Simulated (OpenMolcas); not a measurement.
An OpenMolcas run meant for Rh6+ (ANO-RCC-VDZ, DKH2; inactive shells 1s 2s 2p 3s 3p 3d 4s 4p; intended active space 3 electrons in 10 orbitals (4d 5d)). One step of its input:

```
&CASPT2
Multistate=10 1 2 3 4 5 6 7 8 9 10
Frozen=8 6
IPEA=1.5
Imaginary=0.1
MaxIter=60
WThr=0.0 0.3 0.05
PrWF=0.5
NoMix
```

The run finished. Its levels beside those of a sound run (SS-CASPT2, IPEA 0.25 Eh, imaginary shift 0.1 Eh (closed shells correlated: 4s 4p)), in cm-1 above each run's lowest level:

| Level | This run | Usual run |
| --- | --- | --- |
| 4d3 4F 3/2 | 0.0 | 0.0 |
| 4d3 4F 5/2 | 1856 | 1867 |
| 4d3 4F 7/2 | 4096 | 4108 |
| 4d3 4F 9/2 | 6497 | 6496 |
| 4d3 4P 3/2 | 15765 | 15492 |
| 4d3 4P 1/2 | 15975 | 15758 |
| 4d3 4P 5/2 | 18953 | 18757 |
| 4d3 2G 7/2 | 20128 | 19597 |
| 4d3 2G 9/2 | 21601 | 21141 |
| 4d3 2D 3/2 [55 %] | 22795 | 22254 |
| 4d3 2P 1/2 | 24123 | 23608 |
| 4d3 2D 5/2 | 27517 | 26858 |
| 4d3 2H 9/2 | 28718 | 28409 |
| 4d3 2P 3/2 [57 %] | 29329 | 28752 |

Q: Which setting is unsound, and how much does it matter here?

A: The IPEA shift is far above its usual 0.25 hartree. Against the sound run the excited levels shown move by 330 cm-1 on average and by 660 cm-1 at most.

CASPT2 does not keep the components of a term degenerate, so their means are used; among the terms shown or strongly mixed into the levels shown the widest spread is 220 cm-1 (4d3 4F, this run). Active for correlation alone: 5d; no level in the range computed is led by a configuration that fills it, so any true level of that kind is missing. The basis is small and was not contracted for so high a charge. Levels of configurations outside the active space are missing.

A share in square brackets marks a mixed level and gives the weight of the term that names it, the lowest over the columns.
